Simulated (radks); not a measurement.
Results of a calculation; reference values are marked as such.
Ionisation of neutral neon, [Ne], to Ne+, [He] 2s2 2p5, under several functionals. Dirac Kohn-Sham, spin-unpolarised, spherical densities, point nucleus; open shells fill j = l - 1/2 first; a radial shooting solver on a logarithmic mesh with Libxc functionals.

functional  E(Ne) (hartree)  Exc (hartree)  IE (eV)  -e(HOMO) (eV)  <r> HOMO (bohr)  IE error (eV)
SOGGA            -128.60315      -11.96422   22.232         13.112           0.9829         +0.668
AM05             -128.46162      -11.81489   22.346         13.223           0.9821         +0.782
PW91             -129.09378      -12.47718   22.549         13.399           0.9818         +0.984
XLYP             -129.18923      -12.57096   22.511         13.375           0.9845         +0.946

NIST Atomic Spectra Database: 21.565 eV (measured). Closest: SOGGA. The Delta-SCF values span 0.32 eV, the total energies 0.73 hartree. The highest occupied level is 2p3/2. Spin polarisation and multiplet splitting are left out, so open shells lie too high by an amount that depends on their filling.

Beside tabulated values, note that spin-unpolarised runs miss the spin-polarisation part of the exchange energy of open shells.
